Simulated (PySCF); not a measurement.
# Computed records: CH$_{6}$BSi

Computed with PySCF 2.14.0. Calculation on a computer-drawn molecule: optimised geometry and harmonic frequencies of an isolated molecule of the commonest isotopes, restricted reference for singlets and unrestricted otherwise, frozen core in MP2.

Entry: CH$_{6}$BSi

Start structure:
```xyz
9
CH6BSi
B     -1.5571    -0.5425     1.4241
Si    -0.7129    -0.3723    -0.2489
C      0.6190    -1.7076    -0.2747
H     -2.3163    -1.0405     2.1071
H      0.0043     0.9087    -0.4905
H     -1.4632    -0.5258    -1.4995
H      0.1553    -2.7292    -0.1797
H      1.2690    -1.6172     0.5288
H      1.1715    -1.6947    -1.1533
```

Settings of this run: charge 0, multiplicity 2, method HF and basis cc-pV(D+d)Z.

Drawn bonds:
| atom | other atom | order |
| --- | --- | --- |
| 1 | 2 | 1 |
| 2 | 3 | 1 |
| 1 | 4 | 1 |
| 2 | 5 | 1 |
| 2 | 6 | 1 |
| 3 | 7 | 1 |
| 3 | 8 | 1 |
| 3 | 9 | 1 |

**Q.** CH$_{6}$BSi: total energy?
**A.** -354.9037 hartree

**Q.** CH$_{6}$BSi: spin squared?
**A.** 0.7575

**Q.** CH$_{6}$BSi: rotational constants?
**A.** 19.44, 5.96, 4.971 GHz

Further results for CH$_{6}$BSi:

- convergence status largest gradient component: 1.76e-05 hartree/bohr

Optimised structure:
```xyz
9
CH6BSi
B     -1.6256    -0.7061     1.5789
Si    -0.6598    -0.5360    -0.1876
C      0.7476    -1.7732    -0.3829
H     -2.6940    -0.3973     2.0165
H     -0.1191     0.8518    -0.2015
H     -1.5904    -0.6724    -1.3406
H      0.3696    -2.7992    -0.3685
H      1.4709    -1.6691     0.4297
H      1.2704    -1.6198    -1.3306
```

Modes:
| frequency (cm⁻¹) | reduced mass (dalton) |
| --- | --- |
| 137.4 | 1.3 |
| 180 | 1.108 |
| 250.1 | 2.224 |
| 422.7 | 1.168 |
| 566.6 | 1.145 |
| 623.5 | 1.477 |
| 665.4 | 2.172 |
| 727.8 | 2.716 |
| 794.2 | 1.446 |
| 952.4 | 1.266 |
| 971.2 | 1.279 |
| 1010 | 1.056 |
| 1392 | 1.245 |
| 1554 | 1.05 |
| 1555 | 1.05 |
| 2264 | 1.049 |
| 2272 | 1.031 |
| 2765 | 1.096 |
| 3169 | 1.035 |
| 3250 | 1.102 |
| 3257 | 1.102 |
